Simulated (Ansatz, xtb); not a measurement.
Two isomers of C3H9ClSi

Structure I is `[SiH3]CCCCl`, a singlet and structure II is `CC(C)([SiH3])Cl`, a singlet. Both are isolated molecules in the gas phase, relaxed with r2SCAN-D4/def2-SVP, each in the lowest conformer that the search found.

Question: Which of the two would you expect CCSD(T)/def2-SVP + ΔMP2/def2-TZVPP electronic energies to favour?

Answer: Structure II; the calculation gives E(II) − E(I) = −1.58 kcal/mol.

The same difference at several levels:

```
                             level            geometry  E(II) − E(I) (kcal/mol)  departure from the last row (kcal/mol)  job, with rough time for the two
                          GFN2-xTB            GFN2-xTB                     −4.71                                   −3.13              optimisation, 0.14 s
                         HF/STO-3G            GFN2-xTB                     +0.34                                   +1.92              single point, 0.38 s
      r2SCAN-D4/def2-SVP//GFN2-xTB            GFN2-xTB                     −1.76                                   −0.17               single point, 2.9 s
                r2SCAN-D4/def2-SVP  r2SCAN-D4/def2-SVP                     −1.94                                   −0.36                optimisation, 26 s
                       HF/def2-SVP  r2SCAN-D4/def2-SVP                     +0.88                                   +2.46           part of the CCSD(T) run
                      MP2/def2-SVP  r2SCAN-D4/def2-SVP                     −2.28                                   −0.70           part of the CCSD(T) run
                  CCSD(T)/def2-SVP  r2SCAN-D4/def2-SVP                     −1.95                                   −0.36                      single point
CCSD(T)/def2-SVP + ΔMP2/def2-TZVPP  r2SCAN-D4/def2-SVP                     −1.58                                                        single point, 37 s
```

As drawn, both hold the same kinds of bond in the same numbers. Structure I has 0 methyl groups, II 2.

HF/def2-SVP puts the two in the other order. HF/STO-3G finds them nearly level. The largest departure from CCSD(T)/def2-SVP + ΔMP2/def2-TZVPP is that of GFN2-xTB, 3.13 kcal/mol. The last row adds to CCSD(T) the change of the MP2 difference between the two basis sets, here +0.36 kcal/mol.

With thermal terms from frequencies at re-optimised GFN2-xTB minima (ideal gas, soft modes damped towards free rotors, one conformer each, 298.15 K, 1 atm): the zero-point term adds −0.41 kcal/mol; ΔH is −1.78 and ΔG −1.43 kcal/mol.

The correlated steps freeze 13 core orbitals. Run with Ansatz 0.2.0, xtb 6.7.1; the last row on 2 threads of Intel(R) Xeon(R) 6975P-C (Granite Rapids) on a shared host.
